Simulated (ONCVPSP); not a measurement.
**Ce (Z = 58), ONCV: configuration errors across variants**

ONCVPSP 4.0.1 input, shortened (lines: element, Z, core and valence counts, functional; n l f; lmax; l rc ep ncon nbas qcut; lloc lpopt rc5 dvloc0; l nproj debl; icmod fcfact rcfact), LDA (Perdew-Zunger), scalar-relativistic:

```
  Ce 58.00    9    5        3      upf
    1    0    2.00
    2    0    2.00
    2    1    6.00
    3    0    2.00
    3    1    6.00
    3    2   10.00
    4    0    2.00
    4    1    6.00
    4    2   10.00
    4    3    1.00
    5    0    2.00
    5    1    6.00
    5    2    1.00
    6    0    2.00
    3
    0    2.30    0.00    4    8    3.90
    1    2.25    0.00    3    7    5.60
    2    4.00    0.00    3    8    4.10
    3    1.55    0.00    4    8   10.50
    4    5    1.40    6.00
    0    2    1.20
    1    1    0.40
    2    2    2.00
    3    2    2.30
    0    0.00    0.00
```

All-electron excitation energies from the reference (eV): (1) 4f1 5s2 5p6 5d1 6s1 6.270; (2) 4f1 5s2 5p6 5d1 6s0 17.617; (3) 4f1 5s2 5p6 5d0 6s0 36.955; (4) 4f1 5s2 5p6 5d1 6s0 6p2 5.203.

Errors AE − PS in meV (a dash: test not solved or not reliable):

| change | (1) | (2) | (3) | (4) | bound ghosts | GHOST(+) flags above zero |
| --- | --- | --- | --- | --- | --- | --- |
| base | -2.1 | -10 | +49 | +102 | none | s |
| f: qcut 6.8 | -2.2 | -10 | +49 | +102 | none | s |
| f: qcut 9.4 | -2.1 | -10 | +49 | +102 | none | s |
| f: qcut 10.8 | -2.1 | -10 | +49 | +102 | none | s |
| f: qcut 12.7 | -2.1 | -10 | +49 | +102 | none | s |
| f: qcut 13.9 | -2.1 | -10 | +49 | +102 | none | s |
| f: qcut 15.7 | -2.1 | -10 | +49 | +102 | none | s |

Problem. Give the same row for: f: qcut 8.

Solution. -2.2, -10, +49, +102; bound ghosts: none; GHOST(+) flags above zero: s.
